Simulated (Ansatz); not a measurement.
`C[O][In]([NH2])[F]`, relaxed with RKS PBE0-D4/def2-TZVP in Ansatz from a GFN2-xTB geometry. The force threshold is 0.005 eV/Å; the program also tests the step.

The species carries charge 0 and has multiplicity 1. In takes the def2 core potential.

Start:

```xyz
10

C     0.542    1.871    0.810
O     0.494    0.472    0.935
In   -0.386   -0.670   -0.451
N    -0.592   -2.724   -0.442
F    -1.316    0.471   -1.779
H    -0.324    2.281    0.276
H     1.457    2.185    0.296
H     0.541    2.277    1.827
H     0.261   -3.130   -0.067
H    -0.677   -3.032   -1.407
```

(1) By how much does the energy fall, and how many steps does the optimiser take? (An estimate is asked.)

(2) Which bonds change most? (Estimate.)

(3) Give the relaxed structure. (An estimate is asked.)

## Answers

(1) Ansatz gave: 1.51 kcal/mol, in 16 steps.

(2) The calculation gave: In3–N4 from 2.065 to 2.001 Å; O2–In3 from 2.000 to 1.961 Å; In3–F5 from 1.982 to 1.956 Å; C1–O2 from 1.405 to 1.410 Å.

(3) The calculation gave: 
```xyz
10

C     0.544    1.873    0.804
O     0.559    0.467    0.910
In   -0.336   -0.674   -0.409
N    -0.542   -2.663   -0.476
F    -1.344    0.402   -1.695
H    -0.270    2.256    0.178
H     1.490    2.241    0.388
H     0.428    2.298    1.807
H     0.244   -3.185   -0.112
H    -0.771   -3.014   -1.396
```
